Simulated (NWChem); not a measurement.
System: GeSiH₄, singlet; SMILES [SiH3][GeH]

All runs: NWChem. Low-valent species are run as closed-shell singlets; no triplet was tried in these runs. Coordinates come from a PBE0/def2-SVP optimisation. Ions are spin-unrestricted doublets at the neutral geometry; other ion states weren't tried.

For level CAM-B3LYP/def2-SVP:

```yaml
"−ε(HOMO) (eV)": 7.81
```

Task: Estimate the same quantities for level PBE/def2-SVP.

Result: 
| Property | Result |
|---|---|
| −ε(HOMO) (eV) | 5.68 |
